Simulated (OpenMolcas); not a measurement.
**Pt5+ in a point-charge field**

Pt5+ among 6 point charges of -1.7 e arranged as a trigonal antiprism (D3d), 2.2 Å from the ion, with a polar angle of 49.3° against the regular 54.74°.

* Program: OpenMolcas
* Method: CASSCF
* Basis: ANO-RCC-VTZP [8s7p5d3f1g]
* Scalar Hamiltonian: DKH2, point nucleus
* Active space: 5 electrons in 5 orbitals (5d)
* State averaging: 2S+1 = 6 even, 1 root; 2S+1 = 4 even, 24 roots; 2S+1 = 2 even, 75 roots
* Spin-orbit coupling: state interaction with AMFI integrals over the reference wave functions

The lowest spin-free states (labels of D3, the rotations of D3d), above the lowest:

```csv
State,Degeneracy,E (cm-1),Free-ion L (%)
6A1,1,0.0,S (100)
4A2,1,27771,G (82)
4E,2,27964,G (74)
4A1,1,28633,G (93)
4E,2,29577,G (98)
4A1,1,29996,G (100)
4E,2,30078,G (99)
4E,2,34749,D (59)
4E,2,35735,D (85)
4A2,1,36623,P (86)
4A1,1,36989,D (96)
4E,2,38390,P (49)
2E,2,40178,I (71)
2A1,1,40198,I (70)
2A2,1,41311,I (84)
2E,2,41555,I (88)
2A1,1,42059,I (86)
2A2,1,42147,I (84)
2E,2,42394,I (89)
2E,2,42833,I (97)
```

The lowest levels with spin-orbit coupling:

| E (cm-1) | Degeneracy | Label | 2S+1 | g |
| --- | --- | --- | --- | --- |
| 0.0 | 2 | E1/2 | 6 (83 %) | 0.06 0.06 9.49 |
| 267.2 | 2 | E3/2 | 6 (85 %) | 0.00 0.00 5.80 |
| 322.9 | 2 | E1/2 | 6 (85 %) | 1.80 5.74 5.74 |
| 19452 | 2 | E1/2 | 4 (56 %) | 0.44 0.44 4.96 |
| 23031 | 2 | E1/2 | 4 (59 %) | 0.11 2.37 2.37 |
| 23236 | 2 | E3/2 | 4 (63 %) | 0.00 0.00 3.08 |
| 26906 | 2 | E1/2 | 4 (88 %) | 0.20 0.20 7.54 |
| 27398 | 2 | E3/2 | 4 (85 %) | 0.00 0.00 2.15 |
| 27821 | 2 | E1/2 | 4 (86 %) | 0.51 0.51 4.66 |
| 28501 | 2 | E3/2 | 4 (84 %) | 0.00 0.00 7.36 |
| 28812 | 2 | E1/2 | 4 (81 %) | 3.22 3.22 4.00 |
| 29223 | 2 | E1/2 | 4 (86 %) | 0.53 2.00 2.00 |
| 29402 | 2 | E3/2 | 4 (87 %) | 0.00 0.00 3.84 |
| 29564 | 2 | E1/2 | 4 (79 %) | 1.78 3.40 3.40 |
| 30166 | 2 | E1/2 | 4 (82 %) | 1.29 1.29 1.87 |
| 30400 | 2 | E1/2 | 4 (83 %) | 0.64 3.64 3.64 |
| 30623 | 2 | E3/2 | 4 (79 %) | 0.00 0.00 3.08 |
| 30889 | 2 | E1/2 | 4 (79 %) | 0.43 0.43 10.69 |
| 31455 | 2 | E3/2 | 4 (88 %) | 0.00 0.00 4.01 |
| 31619 | 2 | E1/2 | 4 (89 %) | 1.41 1.41 1.43 |

Powder χT (cm3 K/mol): 2.83 at 2 K, 2.88 at 10 K, 3.13 at 50 K, 3.43 at 100 K, 3.8 at 200 K, 3.94 at 300 K. The effective moment at 300 K is 2.828 √(χT) = 5.61 μB.

Without dynamic correlation the repulsion within the d shell is too large (B by tens of per cent), so at a given field states of lower spin stand too high. Point charges give a weaker field than real ligands, and real ions of this kind are as a rule low spin; the high spin found here belongs to the model. This is an electrostatic model: the charges have no orbitals. No measured value stands beside these numbers.
